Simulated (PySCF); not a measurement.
FH₃OSe₂Si. Atoms are numbered in the order given.

```xyz
8

O     -0.6554    -0.7430     1.9152
Si    -0.5447    -0.2968     0.3322
F     -1.9548    -0.6371    -0.3983
Se     1.1884    -1.4126    -0.5349
Se    -0.3087     1.9069    -0.0491
H     -1.3874    -0.3702     2.4210
H      0.9780    -2.5510     0.3667
H      0.9614     1.9453     0.6834
```

Coordinates come from a ωB97X-D3(BJ)/def2-SVP optimisation. One conformer was computed; it need not be the lowest.

The numbers are results of PySCF with PBE/pcSseg-1, not measurements.

GIAO shieldings, no solvent; atoms listed in one row are averaged. δ = σ(ref) − σ: ¹⁷O against H2O (σ = 334.3 ppm); ²⁹Si against TMS (σ = 335.4 ppm); ¹⁹F against CFCl3 (σ = 133.6 ppm); ⁷⁷Se against Me2Se (σ = 1634.8 ppm); ¹H against TMS (σ = 31.49 ppm), references at their B3LYP-D3(BJ)/def2-TZVP geometries, non-relativistic.

### Question
Estimate the chemical shifts. (Estimate from the structure and the level; the computed values follow.)

### Answer

| nucleus | atoms | count | δ (ppm) |
|---|---|---|---|
| ¹⁷O | O1 | 1 | 116.0 |
| ²⁹Si | Si2 | 1 | 22.1 |
| ¹⁹F | F3 | 1 | -120.9 |
| ⁷⁷Se | Se5 | 1 | -324.0 |
| ⁷⁷Se | Se4 | 1 | -370.9 |
| ¹H | H6 | 1 | 2.88 |
| ¹H | H7 | 1 | 1.97 |
| ¹H | H8 | 1 | 1.24 |
